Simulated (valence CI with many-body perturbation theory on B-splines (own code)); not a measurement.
# Nd LV: input, log and results

Computed by relativistic CI+MBPT: four valence electrons over a frozen Dirac-Fock core [He], radial functions for each j: 11 s, 11 p, 9 d, 7 f, 5 g, 2 h, 1 i, with the one-electron correlation potential Σ1 (screened to all orders), the two-electron term Σ2, the three-electron term Σ3, Breit, model QED; selected single and double excitations, second order for the rest (own B-spline code, finite nucleus).

Command, and the settings that its task file holds:

```sh
python run_cv.py task.json out
```

```
atom Nd  Z=60  mass_number=142  rms_radius_fm=4.9123
core [He]
valence 2s2 2p2
avg = 1
basis = L
breit = 1
cap = 40000
capref = 1200
cscale = 1
de = 0.0
dress = 0
eps = 2e-08
h = 0.27
hh = 1
l2 = 3
lcore = 6
maxit = 60
n2 = 5
natural = 1
nlev = 60
nno = [7, 7, 6, 5, 4, 2, 1]
nroot = 26
nsp = [4, 4, 3, 2, 1, 0, 0]
pt2 = 1
qed = 1
rpa = 1
s1 = 1
s2 = 1
s3 = 1
screen = 1
tol = 2e-05
```

Problem. Roughly how long does this run take on one core of Arm Neoverse V1, and how much memory?

Solution. 3.7 min on 1 thread of Arm Neoverse V1, on a shared host, peak memory 1.2 GiB.

Log. The first blocks belong to the next ion, which gives the ionisation energy. Fields: 2J, parity (1 odd), roots, reference size, generating configurations, candidates as configurations/state functions, variational space P, stored matrix elements, Davidson steps; e2 is the range of second-order energies in hartree. The first line gives the box (bohr), its intervals, the orbitals and the steps of their self-consistent field. Window is the range of levels sought, series limit the energy at which the first omitted orbital would enter, core excitation an estimate of the first excitation out of the core, left out the lowest levels not solved, and shifts from estimates the range by which levels moved from their first estimate, all in cm⁻¹.

```
rmax 1.5 intervals 55 orbitals 81 references ['2s2 2p2', '2s 2p3', '2p4'] scf 2 t 0.5
2J=1 par=1 roots 2 ref 40 generators 2 cand 2895/4152 P 1810/2754 nnz 1.6e+06 it 5
2J=1 par=1 roots 2 ref 40 generators 2 cand 1117/1438 P 2052/3134 nnz 2.1e+06 it 4
   second order: generators 3 cand 1697/2142 e2 -0.00001 -0.00000
reference levels 672, estimated 471, window 58597531 1/cm; series limit 77817854, core excitation 302230503
2J=0 par=0 roots 12 ref 38 generators 16 cand 19526/32668 P 5371/8000 nnz 3.6e+06 it 5
2J=0 par=0 roots 12 ref 38 generators 17 cand 15912/27225 P 13539/22343 nnz 2.3e+07 it 6
   second order: generators 23 cand 15234/25918 e2 -0.00003 -0.00000
2J=2 par=0 roots 20 ref 83 generators 18 cand 25089/92234 P 2640/7996 nnz 5.2e+06 it 7
2J=2 par=0 roots 20 ref 83 generators 20 cand 23720/87961 P 11407/40000 nnz 7.7e+07 it 8
   second order: generators 20 cand 14953/55957 e2 -0.00061 -0.00013
2J=4 par=0 roots 22 ref 93 generators 19 cand 27989/131815 P 2451/8000 nnz 5.6e+06 it 9
2J=4 par=0 roots 22 ref 93 generators 21 cand 26721/127539 P 9699/39998 nnz 8.2e+07 it 9
   second order: generators 24 cand 26310/132694 e2 -0.00130 -0.00043
2J=4 par=1 roots 19 ref 100 generators 19 cand 27981/131633 P 2328/7996 nnz 5.8e+06 it 5
2J=4 par=1 roots 19 ref 100 generators 22 cand 26778/127367 P 9502/39999 nnz 8.3e+07 it 7
   second order: generators 23 cand 23258/108337 e2 -0.00125 -0.00027
2J=2 par=1 roots 20 ref 94 generators 19 cand 25193/92388 P 2803/8000 nnz 5.2e+06 it 7
2J=2 par=1 roots 20 ref 94 generators 23 cand 23718/88121 P 11856/39999 nnz 7.7e+07 it 9
   second order: generators 29 cand 29898/120033 e2 -0.00057 -0.00008
2J=6 par=1 roots 9 ref 70 generators 12 cand 24584/130340 P 2485/7998 nnz 5.6e+06 it 5
2J=6 par=1 roots 9 ref 70 generators 15 cand 25854/136506 P 9124/40000 nnz 9e+07 it 5
   second order: generators 17 cand 23501/139424 e2 -0.00055 -0.00023
2J=0 par=1 roots 8 ref 37 generators 11 cand 15938/25393 P 5203/8000 nnz 3.7e+06 it 5
2J=0 par=1 roots 8 ref 37 generators 13 cand 14895/25210 P 11246/18263 nnz 1.7e+07 it 5
   second order: generators 16 cand 16794/29441 e2 -0.00002 -0.00000
2J=6 par=0 roots 11 ref 63 generators 10 cand 24481/130224 P 2244/7999 nnz 5.9e+06 it 7
2J=6 par=0 roots 11 ref 63 generators 12 cand 25976/136375 P 8267/39997 nnz 9.7e+07 it 9
   second order: generators 14 cand 25356/139886 e2 -0.00069 -0.00029
2J=8 par=1 roots 3 ref 36 generators 5 cand 15649/84336 P 2289/8000 nnz 6.2e+06 it 5
2J=8 par=1 roots 3 ref 36 generators 6 cand 14196/78867 P 6987/32522 nnz 8.3e+07 it 5
   second order: generators 8 cand 13842/93816 e2 -0.00008 -0.00004
2J=8 par=0 roots 5 ref 31 generators 4 cand 13976/82796 P 2260/8000 nnz 6.2e+06 it 5
2J=8 par=0 roots 5 ref 31 generators 5 cand 15360/95915 P 7584/39993 nnz 1.3e+08 it 5
   second order: generators 8 cand 20772/136625 e2 -0.00010 -0.00004
2J=10 par=0 roots 2 ref 11 generators 2 cand 8704/47821 P 2161/7997 nnz 7.8e+06 it 5
2J=10 par=0 roots 2 ref 11 generators 2 cand 7393/42334 P 4545/21808 nnz 5.6e+07 it 5
   second order: generators 3 cand 9084/59220 e2 -0.00005 -0.00003
left out: unestimated 74979134, estimated 62066347, shifts from estimates -84 to 160
operators 0.2
```

The Davidson iterations converged.

No measured spectrum was set against this ion. As an estimate, large intervals hold to a few tenths of a per cent, small ones and those within an open d or f shell to about a per cent. Among the levels kept, up to 280 cm⁻¹ of a level comes from second order outside the variational space, and about a tenth of that is noise between levels of different J, which matters for small intervals.

| Item | Value |
| --- | --- |
| Valence energy | -1745.898 hartree |
| Ionisation energy | 11385 eV (NIST: 11384 ± 5 eV (theoretical)) |
| Reference configurations for the orbitals | 2s2 2p2, 2s 2p3, 2p4 |
| Radial orbitals | 81 |
| Box radius | 1.532 bohr |
| Largest variational space | 40000 |
| Lowest levels | (2s^2 2p1/2^2) J=0 0.0, (2s^2 2p1/2 2p3/2) J=1 538.4, (2s^2 2p1/2 2p3/2) J=2 555.2, (2s 2p1/2^2 2p3/2) J=2 755.9, (2s 2p1/2^2 2p3/2) J=1 824.2, (2s^2 2p3/2^2) J=2 1108.7, (2s^2 2p3/2^2) J=0 1155.5, (2s 2p1/2 2p3/2^2) J=2 [a] 1273.7, (2s 2p1/2 2p3/2^2) J=3 1312.2, (2s 2p1/2 2p3/2^2) J=0 1356.1, (2s 2p1/2 2p3/2^2) J=1 [a] 1373.4, (2s 2p1/2 2p3/2^2) J=2 [b] 1383.6, (2s 2p1/2 2p3/2^2) J=1 [b] 1386.9, (2p1/2^2 2p3/2^2) J=2 1615.4 eV |

Levels are named by their leading jj configuration (3d3/2^4 stands for four electrons in 3d with j = 3/2), which in mixed levels can hold well under half, so a name can repeat and another be missing. Letters in brackets count levels of one name in rising energy.
